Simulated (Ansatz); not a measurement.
`FB([SiH3])[SeH]` + H–F → `FB(F)[SiH3]` + H₂Se  (ligand exchange at a B–Se bond)

Calculated with Ansatz (gas phase, PBE0-D4/def2-TZVP geometries, no zero-point term in ΔE). CBS: MP2 limit from def2 TZ/QZ plus the TZ coupled-cluster correction, frozen cores. This one scheme is used for every species. DFT in def2-TZVPP. For Se outer-core shells are correlated without core-valence functions, which leaves a few kJ/mol of doubt a bond. Scalar relativity is left out up to krypton. Each species was taken in one conformer, which may not be the lowest.

`FB([SiH3])[SeH]`:

```xyz
8

F    -0.961   -0.655    1.548
B    -0.588   -0.324    0.319
Si    1.197    0.580   -0.022
Se   -1.764   -0.707   -1.172
H     1.375    0.843   -1.475
H     1.264    1.872    0.715
H     2.308   -0.289    0.452
H    -2.831   -1.320   -0.365
```

H–F:

```xyz
2

F    -0.223   -0.289   -0.281
H     0.223    0.289    0.281
```

`FB(F)[SiH3]`:

Cartesian coordinates in Å:
```
F 2.190 0.006 0.162
B 1.059 -0.119 -0.504
F 1.166 -0.415 -1.786
Si -0.762 0.103 0.377
H -0.630 0.702 1.728
H -1.395 -1.239 0.495
H -1.628 0.962 -0.472
```

H₂Se:

```xyz
3

Se   -0.171    0.124   -0.651
H     0.063   -1.092    0.135
H     0.108    0.968    0.516
```

| level | ΔE (eV) |
| --- | --- |
| PBE0 | -0.86 |
| CCSD/def2-TZVPP | -0.93 |

(1) What does CCSD(T)/CBS give? (Best estimate.)

Largest T1 diagnostic among the species: 0.014.

Answers

(1) The calculation gave: -0.81 eV. The listed levels differ from it by -0.05, -0.12 eV.

In def2-TZVPP, CCSD(T) changes the Hartree–Fock value by +0.32 eV (the triples alone add +0.05 eV) and MP2 by +0.39 eV. The D4 term adds +0.09 eV with B3LYP and +0.05 eV with PBE0; it sums over pairs of atoms, weighted by their polarisabilities, and B3LYP, whose exchange is more repulsive, gets the larger term.

B3LYP here is the variant with VWN-RPA as its local correlation; programs differ in this.
